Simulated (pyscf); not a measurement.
H₃C–SiH•–CH₃ -> •H₂C–SiH₂–CH₃, a hydrogen shift (doublet surface; C–H broken, H–Si formed). Single points on ωB97X-D3(BJ)/def2-SVP structures (PySCF, gas phase). Correlated levels are frozen-core, on RHF or UHF. ΔMP2 is the change of the MP2 total energy from the triple- to the quadruple-zeta basis. Energies in kcal/mol from the reactant's lowest minimum found.

Small-basis levels: PySCF, no dispersion term, spherical d functions. Open shells are spin-unrestricted. 

Task: In single points B3LYP/LANL2DZ puts the saddle at 55.2 kcal/mol and the reaction energy at +14.0 kcal/mol. Should these be trusted to within a few kcal/mol? Compare with CCSD(T)/def2-TZVPP + ΔMP2(QZVPP).

Result: CCSD(T)/def2-TZVPP + ΔMP2(QZVPP) gives ΔE‡ = 48.2 kcal/mol and ΔE = +10.1 kcal/mol. B3LYP/LANL2DZ lies 7.1 kcal/mol over it in the barrier and 3.9 kcal/mol over it in the reaction energy, so on this step it does not hold to within 3.0 kcal/mol. CCSD(T)/def2-TZVPP + ΔMP2(QZVPP) has limits of its own. This is the saddle that the search found; another between the same sides may lie lower. The CCSD(T) − MP2 part came from Ansatz, without density fitting, on the same reference.
